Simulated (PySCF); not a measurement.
Atom-mapped SMILES (the numbers label the heavy atoms): `[CH3:1][C:2]#[N+:3][AlH2-:4][c:5]1[cH:6][cH:7][cH:8][cH:9][cH:10]1`; H(Xn) means a hydrogen on atom n.

Geometry: PBE0-D3(BJ)/def2-SVP; GIAO shifts from PySCF, gas phase, non-relativistic, averaged over equivalent atoms.

At PBE0/pcSseg-1 (227 basis functions, 44 s wall time on 1 thread of an Arm Neoverse V1, shared host):
```
       atoms  δ (ppm)
          C5    152.3
      C6/C10    144.6
          C8    133.1
       C7/C9    132.3
          C2    127.2
          C1      1.4
          N3    246.0
         Al4     58.8
H(C6)/H(C10)     7.88
 H(C7)/H(C9)     7.33
       H(C8)     7.30
      H(Al4)     4.31
       H(C1)     2.11
```

References, each an isolated molecule treated in the same way: ¹³C (184.41 ppm), ¹H (31.27 ppm) against TMS; ¹⁵N (265.67 ppm) vs NH3; AlH4- for ²⁷Al (489.28 ppm).

**Question.** Estimate the result of repeating the calculation with HF/pcSseg-1.

**Answer.** 
```
       atoms  δ at HF/pcSseg-1  change
          C5             155.4    +3.1
      C6/C10             146.1    +1.5
          C8             135.3    +2.2
       C7/C9             134.1    +1.8
          C2             132.3    +5.1
          C1               1.1    -0.3
          N3             245.4    -0.6
         Al4              48.1   -10.7
H(C6)/H(C10)              7.88   +0.00
 H(C7)/H(C9)              7.36   +0.03
       H(C8)              7.36   +0.06
      H(Al4)              4.04   -0.27
       H(C1)              2.22   +0.11
```

Referencing at the same level of theory: TMS for ¹³C (σref 190.85), ¹H (σref 31.69); ¹⁵N (σref 265.72) against NH3; ²⁷Al (σref 516.24) against AlH4-.

The largest change is at Al4 (aluminium bonded to C, N, 2 H). Cost: 227 basis functions, 24 s wall time on 1 thread of an Arm Neoverse V1, shared host. The order of the carbon signals is the same at both levels.

Experimental scales use liquid or dissolved standards, which lie at an offset from isolated NH3 (liquid NH3: subtract about 20 ppm). Unscaled 15N shifts of sp2 nitrogen come out 20 to 40 ppm too high even then.
